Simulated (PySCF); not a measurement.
## Working out the ionisation energy of O²⁺

O²⁺ [He] 2s2 2p2 (3P) → O³⁺ [He] 2s2 2p1 (2P). All numbers are calculated (PySCF 2.14, no relativity, point nucleus, in aug-cc-pVTZ). Frozen: 1s2. Energies in hartree (1 hartree = 27.21139 eV):

| part | O²⁺ (lower) | O³⁺ (upper) |
| --- | --- | --- |
| UHF | -73.100461 | -71.094547 |
| CCSD correlation | -0.096813 | -0.090670 |
| (T) | -0.001323 | -0.000952 |

Task: What does Hartree-Fock give?

Result: (-71.094547) − (-73.100461) = 2.005914 hartree = 54.584 eV.

Task: What do CCSD and CCSD(T) give?

Result: The CCSD correlation energies differ by 0.006143 hartree = 0.167 eV and the triples by 0.000371 hartree = 0.010 eV, so CCSD gives 54.751 eV and CCSD(T) 54.761 eV.

A first-order spin-orbit estimate adds -0.005 eV to CCSD(T) (valence), giving 54.756 eV against 54.936 eV (semi-empirical (NIST evaluation); NIST Atomic Spectra Database, ionization energies).

What remains against the reference includes basis incompleteness, the frozen core and higher excitations.
